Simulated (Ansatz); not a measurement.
`C[O][Ga]([SH])[Br]` and `[CH3][Ga]([SH])[Br]` differ in one atom or group.

Ansatz, PBE0-D4/def2-TZVP geometries, multiplicity 1. Each molecule was computed in one conformer, which needn't be the lowest.

Scalar relativity is left out up to krypton.

```csv
property,`C[O][Ga]([SH])[Br]`
HOMO energy (ωB97M-V/def2-TZVPP) / eV,-10.15
HOMO energy (PBE0/def2-TZVPP) / eV,-7.93
LUMO energy (PBE/def2-TZVPP) / eV,-2.13
"ideal-gas entropy at 298 K and 1 bar (rigid rotor, harmonic PBE0-D4/def2-TZVP) / J/(mol·K)",401
HOMO–LUMO gap (PBE/def2-TZVPP) / eV,4.44
HOMO–LUMO gap (B3LYP/def2-TZVPP) / eV,6.14
```

(1) Give the same properties after the change, and the shifts. (Best estimate.)

Results:

(1) Ansatz gave: 
```
                                                                                  property  `[CH3][Ga]([SH])[Br]`  shift
                                                     HOMO energy (ωB97M-V/def2-TZVPP) / eV                  -9.98   0.17
                                                        HOMO energy (PBE0/def2-TZVPP) / eV                  -7.80   0.13
                                                         LUMO energy (PBE/def2-TZVPP) / eV                  -1.81   0.32
ideal-gas entropy at 298 K and 1 bar (rigid rotor, harmonic PBE0-D4/def2-TZVP) / J/(mol·K)                    377    -24
                                                       HOMO–LUMO gap (PBE/def2-TZVPP) / eV                   4.78   0.34
                                                     HOMO–LUMO gap (B3LYP/def2-TZVPP) / eV                   6.25   0.11
```

The zero-point energy changes by -15.4 kJ/mol with -3 modes. Modes under 60 cm⁻¹, often nearly free rotors, make the harmonic entropy too high.

B3LYP here is the variant with VWN-RPA as its local correlation; programs differ in this.

Spin–orbit coupling is left out; it splits and shifts lone-pair levels of the heavy atoms by tenths of an eV.
